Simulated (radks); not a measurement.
Ionisation ladder of hafnium, from Hf XLV to Hf LXVI. Each ion is in the ground configuration listed by NIST, and IE = E(next ion) - E(this ion). All-electron calculation, Dirac Kohn-Sham, relativistic LDA (MacDonald-Vosko exchange, VWN5 correlation), spin-unpolarised, spherical densities, finite nucleus; open shells fill j = l - 1/2 first; Fermi nuclear charge, rms radius 5.347 fm. Program: a radial shooting solver on a logarithmic mesh with Libxc functionals.

species	configuration	IE, Delta-SCF (eV)	-e(HOMO) (eV)	HOMO	IE, NIST (eV)	kind	error (eV)
Hf XLV	[Ar] 3d10	3737.9	3676.5	3d5/2	3741	theory	-3.1
Hf XLVI	[Ar] 3d9	3861.8	3799.6	3d5/2	3858	theory	+3.8
Hf XLVII	[Ar] 3d8	3987.1	3924.2	3d5/2	3984	theory	+3.1
Hf XLVIII	[Ar] 3d7	4113.9	4050.2	3d5/2	4118	theory	-4.1
Hf XLIX	[Ar] 3d6	4242.1	4177.8	3d5/2	4246	theory	-3.9
Hf L	[Ar] 3d5	4371.8	4306.7	3d5/2	4372	theory	-0.2
Hf LI	[Ar] 3d4	4571.0	4503.9	3d3/2	4573	theory	-2.0
Hf LII	[Ar] 3d3	4706.2	4638.4	3d3/2	4703	theory	+3.2
Hf LIII	[Ar] 3d2	4842.7	4774.2	3d3/2	4846	theory	-3.3
Hf LIV	[Ar] 3d1	4980.6	4911.4	3d3/2	4980	theory	+0.6
Hf LV	[Ar]	5350.8	5291.1	3p3/2	5350	theory	+0.8
Hf LVI	[Ne] 3s2 3p5	5470.7	5410.7	3p3/2	5468	theory	+2.7
Hf LVII	[Ne] 3s2 3p4	5591.0	5530.8	3p3/2	5595	theory	-4.0
Hf LVIII	[Ne] 3s2 3p3	5711.8	5651.4	3p3/2	5713	theory	-1.2
Hf LIX	[Ne] 3s2 3p2	6157.7	6093.3	3p1/2	6149	theory	+8.7
Hf LX	[Ne] 3s2 3p1	6286.3	6222.1	3p1/2	6284	theory	+2.3
Hf LXI	[Ne] 3s2	6554.8	6495.8	3s1/2	6545	theory	+9.8
Hf LXII	[Ne] 3s1	6668.9	6613.3	3s1/2	6674	theory	-5.1
Hf LXIII	[Ne]	14672.7	14509.7	2p3/2	14678	theory	-5.3
Hf LXIV	[He] 2s2 2p5	14999.9	14835.9	2p3/2	14999	theory	+0.9
Hf LXV	[He] 2s2 2p4	15328.9	15164.1	2p3/2	15351	theory	-22.1
Hf LXVI	[He] 2s2 2p3	15659.4	15494.0	2p3/2	15680	theory	-20.6

Reference values: NIST Atomic Spectra Database (exp. = measured, semi-emp. = semi-empirical, theory = theoretical value adopted there). The ionisation energy per charge of the ion left behind rises most, in proportion, at Hf LXIII ([Ne]), from 107.56 to 232.90 eV. Spin polarisation and multiplet splitting are left out, so open shells lie too high by an amount that depends on their filling.

Beside tabulated values, note that spin-unpolarised runs miss the spin-polarisation part of the exchange energy of open shells.
